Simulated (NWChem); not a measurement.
System: LiOH; SMILES [OH][Li]

The following NWChem deck was run.

```
start job
memory heap 200 mb stack 900 mb global 1100 mb
geometry units angstroms noautoz
  Li    -0.768097    -0.718737    -0.660743
  O      0.191656     0.179366     0.164872
  H      0.780758     0.730534     0.671627
end
basis spherical
  Li library def2-svp
  O library def2-svp
  H library def2-svp
end
dft
  xc xtpss03 ctpss03
  iterations 200
  vectors input hcore
end
task dft gradient
```

Excerpt of the output:

```
             Northwest Computational Chemistry Package (NWChem) 7.3.0
             --------------------------------------------------------

 ORDER OF PRIMARY AXIS IS BEING SET TO 4
 C4V symmetry detected

                             Geometry "geometry" -> ""
                             -------------------------

 Output coordinates in angstroms (scale by  1.889725989 to convert to a.u.)

  No.       Tag          Charge          X              Y              Z
 ---- ---------------- ---------- -------------- -------------- --------------
    1 Li                   3.0000     0.00000000     0.00000000    -1.24354853
    2 O                    8.0000     0.00000000     0.00000000     0.30866117
    3 H                    1.0000     0.00000000     0.00000000     1.26135627

 Effective nuclear repulsion energy (a.u.)      13.2594402456

      Symmetry information
      --------------------

 Group name             C4v
 Group number             18
 Group order               8
 No. of unique centers     3

                                 NWChem DFT Module
                                 -----------------

 Summary of "ao basis" -> "ao basis" (spherical)
 ------------------------------------------------------------------------------
       Tag                 Description            Shells   Functions and Types
 ---------------- ------------------------------  ------  ---------------------
 Li                         def2-svp                 5        9   3s2p
 O                          def2-svp                 6       14   3s2p1d
 H                          def2-svp                 3        5   2s1p

      Symmetry analysis of basis
      --------------------------

        a1         14
        a2          0
        b1          1
        b2          1
        e          12

            General Information
            -------------------
          SCF calculation type: DFT
          Wavefunction type:  closed shell.
          No. of atoms     :     3
          No. of electrons :    12
           Alpha electrons :     6
            Beta electrons :     6
          Charge           :     0
          Spin multiplicity:     1
          Use of symmetry is: on ; symmetry adaption is: on
          Maximum number of iterations: 200
          AO basis - number of functions:    28
                     number of shells:    14
          Convergence on energy requested:  1.00D-06
          Convergence on density requested:  1.00D-05
          Convergence on gradient requested:  5.00D-04

              XC Information
              --------------
                  TPSS metaGGA Exchange Functional  1.000
             TPSS03 metaGGA Correlation Functional  1.000

             Grid Information
             ----------------
          Grid used for XC integration:  medium
          Radial quadrature: Mura-Knowles
          Angular quadrature: Lebedev.
          Tag              B.-S. Rad. Rad. Pts. Rad. Cut. Ang. Pts.
          ---              ---------- --------- --------- ---------
          Li                  1.45       49          11.0       434
          O                   0.60       49           7.0       434
          H                   0.35       45          11.0       434
          Grid pruning is: on
          Number of quadrature shells:   143
          Spatial weights used:  Erf1

      Non-variational initial energy
      ------------------------------

 Total energy =      13.259440
 1-e energy   =       0.000000
 2-e energy   =       0.000000
 HOMO         =      -7.415273
 LUMO         =      -5.323911

      Symmetry analysis of molecular orbitals - initial
      -------------------------------------------------

 !! scf_movecs_sym_adapt:    2 vectors were symmetry contaminated

  Symmetry fudging

 !! scf_movecs_sym_adapt:    2 vectors were symmetry contaminated

  Numbering of irreducible representations:

     1 a1          2 a2          3 b1          4 b2          5 e

  Orbital symmetries:

     1 a1          2 a1          3 a1          4 e           5 e
     6 a1          7 a1          8 a1          9 e          10 e
    11 b2         12 b1         13 a1         14 e          15 e
    16 e

 Warning: spatial symmetry breaking: alpha =  8.42D-01

   convergence    iter        energy       DeltaE   RMS-Dens  Diis-err
 ---------------- ----- ----------------- --------- --------- ---------
 d= 0,ls=0.0,diis     1    -76.4474770968 -8.97D+01  5.35D-01  3.14D+01
 Warning: spatial symmetry breaking: alpha =  3.29D-02
 d= 0,ls=0.5,diis     2    -70.7410295066  5.71D+00  5.04D-01  1.64D+01
 Warning: spatial symmetry breaking: alpha =  9.32D-03
 d= 0,ls=0.5,diis     3    -81.8308635106 -1.11D+01  1.39D-02  1.35D+01
 Warning: spatial symmetry breaking: alpha =  2.55D-03
 d= 0,ls=0.5,diis     4    -81.7148020437  1.16D-01  6.54D-03  1.48D+01
 Warning: spatial symmetry breaking: alpha =  1.13D-03
 d= 0,ls=0.5,diis     5    -81.4830037556  2.32D-01  3.46D-02  1.67D+01
 Warning: spatial symmetry breaking: alpha =  6.87D-04
 d= 0,ls=0.5,diis     6    -82.6548174342 -1.17D+00  2.68D-02  6.41D+00
 Warning: spatial symmetry breaking: alpha =  4.63D-04
 d= 0,ls=0.5,diis     7    -83.2143076364 -5.59D-01  1.08D-02  7.79D-01
 Warning: spatial symmetry breaking: alpha =  3.16D-04
 d= 0,ls=0.5,diis     8    -83.2968291254 -8.25D-02  5.12D-03  6.96D-02
  Resetting Diis
 Warning: spatial symmetry breaking: alpha =  2.14D-04
 d= 0,ls=0.5,diis     9    -83.3070484991 -1.02D-02  2.65D-03  2.93D-02
 Warning: spatial symmetry breaking: alpha =  1.47D-04
 d= 0,ls=0.5,diis    10    -83.3103762090 -3.33D-03  4.19D-03  1.87D-02
 Warning: spatial symmetry breaking: alpha =  1.01D-04
 d= 0,ls=0.5,diis    11    -83.3121757499 -1.80D-03  1.74D-03  1.76D-02
 d= 0,ls=0.5,diis    12    -83.3134246631 -1.25D-03  8.06D-04  4.89D-03
 d= 0,ls=0.5,diis    13    -83.3138264137 -4.02D-04  3.42D-04  6.12D-04
 d= 0,ls=0.5,diis    14    -83.3138830272 -5.66D-05  1.53D-04  5.86D-05
 d= 0,ls=0.5,diis    15    -83.3138898842 -6.86D-06  7.48D-05  4.84D-06
 d= 0,ls=0.5,diis    16    -83.3138908306 -9.46D-07  3.81D-05  5.56D-07
 d= 0,ls=0.5,diis    17    -83.3138910355 -2.05D-07  1.98D-05  2.11D-07
 d= 0,ls=0.5,diis    18    -83.3138911009 -6.53D-08  1.07D-05  1.39D-07
 d= 0,ls=0.5,diis    19    -83.3138911284 -2.76D-08  6.07D-06  8.37D-08

         Total DFT energy =      -83.313891141459
      One electron energy =     -141.593672076800
           Coulomb energy =       55.950757258343
    Exchange-Corr. energy =      -10.930416568634
 Nuclear repulsion energy =       13.259440245632

 Numeric. integr. density =       12.000000109278

                  Occupations of the irreducible representations
                  ----------------------------------------------

                     irrep           alpha         beta
                     --------     --------     --------
                     a1                4.0          4.0
                     a2                0.0          0.0
                     b1                0.0          0.0
                     b2                0.0          0.0
                     e                 2.0          2.0

                       DFT Final Molecular Orbital Analysis
                       ------------------------------------

 Vector    4  Occ=2.000000D+00  E=-3.208559D-01  Symmetry=a1
              MO Center=  1.0D-17, -3.4D-16,  3.5D-01, r^2= 8.3D-01
   Bfn.  Coefficient  Atom+Function         Bfn.  Coefficient  Atom+Function
  ----- ------------  ---------------      ----- ------------  ---------------
    15      0.510299  2 O  pz                24      0.372138  3 H  s
    12     -0.275613  2 O  s                 18      0.240182  2 O  pz
    11     -0.169826  2 O  s                 25      0.148445  3 H  s
     1      0.137273  1 Li s                  2     -0.130823  1 Li s
     6     -0.096402  1 Li pz                10     -0.086509  2 O  s

 Vector    5  Occ=2.000000D+00  E=-1.582998D-01  Symmetry=e
              MO Center= -3.8D-16,  5.9D-16,  2.2D-01, r^2= 9.0D-01
   Bfn.  Coefficient  Atom+Function         Bfn.  Coefficient  Atom+Function
  ----- ------------  ---------------      ----- ------------  ---------------
    14      0.510625  2 O  py                17      0.403124  2 O  py
    13     -0.301786  2 O  px                16     -0.238251  2 O  px
     8      0.143732  1 Li py                 7     -0.084947  1 Li px
     5      0.046159  1 Li py                 4     -0.027281  1 Li px

 Vector    6  Occ=2.000000D+00  E=-1.582998D-01  Symmetry=e
              MO Center=  2.5D-15,  1.5D-15,  2.2D-01, r^2= 9.0D-01
   Bfn.  Coefficient  Atom+Function         Bfn.  Coefficient  Atom+Function
  ----- ------------  ---------------      ----- ------------  ---------------
    13      0.510627  2 O  px                16      0.403126  2 O  px
    14      0.301787  2 O  py                17      0.238252  2 O  py
     7      0.143724  1 Li px                 8      0.084943  1 Li py
     4      0.046158  1 Li px                 5      0.027280  1 Li py

[...]

                         DFT ENERGY GRADIENTS

    atom               coordinates                        gradient
                 x          y          z           x          y          z
   1 Li      0.000000   0.000000  -2.349966    0.000000   0.000000   0.001481
   2 O       0.000000   0.000000   0.583285    0.000000   0.000000   0.009296
   3 H       0.000000   0.000000   2.383618    0.000000   0.000000  -0.010777
```

Level: TPSS/def2-SVP. The geometry was optimised at PBE0/def2-SVP.
